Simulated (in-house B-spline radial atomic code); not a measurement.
Results of a calculation; reference values are marked as such.
**Extrapolating the RPA correlation energy in partial waves: Cl⁷⁺**

All-electron RPA on Hartree-Fock orbitals from an all-electron radial atomic-structure program (B-spline basis), non-relativistic, point nucleus, configuration [He] 2s2 2p6. With empty states up to angular momentum L the sums are:

| L | E_c(L) (hartree) |
| --- | --- |
| 3 | -0.512748 |
| 4 | -0.545261 |
| 5 | -0.558166 |
| 6 | -0.564268 |
| 7 | -0.567510 |
| 8 | -0.569381 |
| 9 | -0.570529 |

For large l each further wave adds A/(l + 1/2)⁴, because the basis must build the cusp where two electrons meet.

(1) Estimate the limit from L = 8 and L = 9.

(2) How good is the estimate?

## Answers

(1) Wave 9 adds -0.001148, against a sum of (l + 1/2)⁻⁴ of 1.22774e-04, so A = -9.3505. The sum over l > 9 is ζ(4, 10.5) = 3.3168e-04, close to 1/(3 × 10³) = 3.3333e-04. The tail is -0.003101 and the limit -0.57363 hartree.

(2) A run to L = 11 sums to -0.57176 and extrapolates to -0.57342 hartree, 0.08 millihartree from the run before. The estimate differs from that by -0.21 millihartree, while the bare sum at L = 9 misses 2.9 millihartree (0.5 %).
